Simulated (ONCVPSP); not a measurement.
# Ranking ONCV potentials for Fe

All share these settings but for the change named:

Fe, optimised norm-conserving Vanderbilt (ONCV), made with ONCVPSP 4.0.1 (LDA (Perdew-Zunger), fully relativistic). Core [Ne], reference 3s2 3p6 3d6 4s1.75 (charge +0.25). Waves: 3s+4s: rc 1.15 bohr, ncon 3, nbas 6, qcut 11.2 1/bohr, 2 projectors; 3p: rc 1.15 bohr, ncon 4, nbas 7, qcut 14.3 1/bohr, 2 projectors, debl 1.3 Ha; 3d: rc 1.05 bohr, ncon 4, nbas 9, qcut 16.8 1/bohr, 2 projectors, debl 3.7 Ha. Local part: polynomial inside 1.00 bohr (lpopt 5, dvloc0 0 Ha). Core correction: none.

Open shells are filled in proportion to 2j + 1.

In the p channel the program set the typed energies aside and used -2.257, 0.250 Ha (j = l + 1/2; the other j can differ).

Cutoff: the first of the cutoffs (Ha) at which the residual kinetic energy of the hardest occupied pseudo-wave falls to 1 and 0.1 mHa per electron; the density cutoff is not measured.

The base gives 94 Ha.

Of 7 variants that were run, those that failed, showed a ghost or another fault, or gave nearly equal values are left out.

A variant can come out equal or close to the base.

Task: Rank these variants from softest to hardest (loose cutoff).
A. d: qcut 15.8
B. d: qcut 12.3
C. d: qcut 10.5
D. d: qcut 19.9

Result: B (68 Ha), A (88 Ha), D (108 Ha), C (130 Ha).
